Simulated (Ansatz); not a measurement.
```yaml
crystal:
  periodic: [false, false, false]
  atoms:
    - {symbol: C, position_ang: [-2.115450, -2.188647, -0.970348]}
    - {symbol: C, position_ang: [-0.666501, -2.563128, -0.748938]}
    - {symbol: O, position_ang: [0.127993, -1.446044, -0.481262]}
    - {symbol: Ti, position_ang: [0.400824, 0.306338, -0.502783]}
    - {symbol: Cl, position_ang: [1.209577, 0.868491, -2.526660]}
    - {symbol: O, position_ang: [-1.043515, 1.289549, -0.234598]}
    - {symbol: C, position_ang: [-2.280151, 1.877721, -0.466858]}
    - {symbol: N, position_ang: [1.671884, 0.723990, 0.797832]}
    - {symbol: C, position_ang: [2.693330, -0.199776, 1.222106]}
    - {symbol: C, position_ang: [1.783810, 2.027279, 1.401539]}
    - {symbol: H, position_ang: [-2.212666, -1.516567, -1.826535]}
    - {symbol: H, position_ang: [-2.522532, -1.688853, -0.088211]}
    - {symbol: H, position_ang: [-2.714114, -3.081389, -1.166967]}
    - {symbol: H, position_ang: [-0.263327, -3.069067, -1.634338]}
    - {symbol: H, position_ang: [-0.576873, -3.258626, 0.094270]}
    - {symbol: H, position_ang: [-2.497749, 2.611837, 0.315607]}
    - {symbol: H, position_ang: [-2.281866, 2.387775, -1.435625]}
    - {symbol: H, position_ang: [-3.074344, 1.123561, -0.466415]}
    - {symbol: H, position_ang: [2.549816, -1.174924, 0.753550]}
    - {symbol: H, position_ang: [3.693982, 0.163846, 0.951480]}
    - {symbol: H, position_ang: [2.671055, -0.338979, 2.312119]}
    - {symbol: H, position_ang: [0.978062, 2.680686, 1.062325]}
    - {symbol: H, position_ang: [1.730035, 1.960941, 2.497313]}
    - {symbol: H, position_ang: [2.738729, 2.503964, 1.141397]}
basis:
  gaussian: {orbitals: def2-mTZVP, fitting: {mean_field: cc-pVTZ-jkfit}}
hamiltonian: {xc: {name: HF}}
correlation: {method: rpa}
```

```sh
$ ansatz run in.yaml --threads 4 --pin off --events-out ev --progress --plain --max-ram 66560MiB --backend cpu
```

(1) How does Ansatz answer? (Estimate.)

## Answers

(1) The calculation gave: The program refused the input.
```
Functional definition: HF
Error: <dir> the basis set cc-pVTZ-JKFIT has no functions for Ti
```
